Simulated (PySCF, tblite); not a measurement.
Isomers of C4H6OSi. All values are computed: GFN2-xTB (tblite) harmonic vibrations without scaling, gas phase. Errors from tens to a few hundred cm⁻¹ against measured bands are possible. Modes of hydrogen on silicon can be 10 to 20 % off. One conformer each.

Electronic energies: PBE0/pcSseg-1 single points on the GFN2-xTB geometries (PySCF, gas phase).

| SMILES | electronic energy, lowest = 0 (kJ/mol) |
| --- | --- |
| C#CC(=C)O[SiH3] | 183.9 |
| O=CC1([SiH3])C=C1 | 259.7 |
| C=C1C=CO[SiH2]1 | 0.0 |

Q: How do GFN2-xTB zero-point energies change the relative energies?

A: 
```
           SMILES  ZPE (kJ/mol)  of it from modes above 1550 cm⁻¹  electronic (kJ/mol)  with ZPE, lowest = 0 (kJ/mol)  lowest mode (cm⁻¹)  rings
  C=C1C=CO[SiH2]1         220.5                             121.4                  0.0                            0.0                 135      1
  C#CC(=C)O[SiH3]         205.6                             122.3                183.9                          169.0                  51      0
O=CC1([SiH3])C=C1         203.1                             117.2                259.7                          242.3                 115      1
```

The zero-point energies span 17.4 kJ/mol, from `O=CC1([SiH3])C=C1` to `C=C1C=CO[SiH2]1`. The order is unchanged.

Q: And how do the electronic energies of GFN2-xTB itself compare?

A: `C=C1C=CO[SiH2]1` 0.0; `C#CC(=C)O[SiH3]` 94.1; `O=CC1([SiH3])C=C1` 301.2 kJ/mol, lowest = 0. Against the energies above, taken from the same isomer `C=C1C=CO[SiH2]1`, the largest difference is 89.8 kJ/mol.
